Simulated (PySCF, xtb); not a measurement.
Cl₂HIOSi, SMILES O[Si](Cl)(Cl)I.

Geometry: B3LYP-D3(BJ)/def2-SVP. The structure was generated by enumeration, and PubChem lists no compound with its InChIKey, so it may never have been made. The def2 effective core potentials stand for the cores of I; spin–orbit coupling is left out. One conformer was computed; it need not be the lowest.

Level of theory: IEF-PCM-ωB97X/def2-SVP in PySCF.

The values are the electrostatic part of the solvation free energy, E(continuum) − E(gas) at the gas-phase geometry, in a cavity of scaled van der Waals radii (PySCF's table); cavitation and dispersion terms are not included. In vacuum the orbital gap is 11.30 eV. The dipole moment in vacuum is 1.48 D.

Computed values in water (ε = 78.36), 1-octanol (ε = 9.86), acetone (ε = 20.49):
```
solvent        ε  ΔG(elec) (kcal/mol)  dipole (D)  gap (eV)
---------  -----  -------------------  ----------  --------
water      78.36                 -4.8        1.81     11.40
1-octanol   9.86                 -4.1        1.76     11.39
acetone    20.49                 -4.5        1.79     11.39
```

For comparison, GFN2-xTB/ALPB(water) (xtb, at the GFN2-xTB geometry, all terms of that model) gives -7.0 kcal/mol.
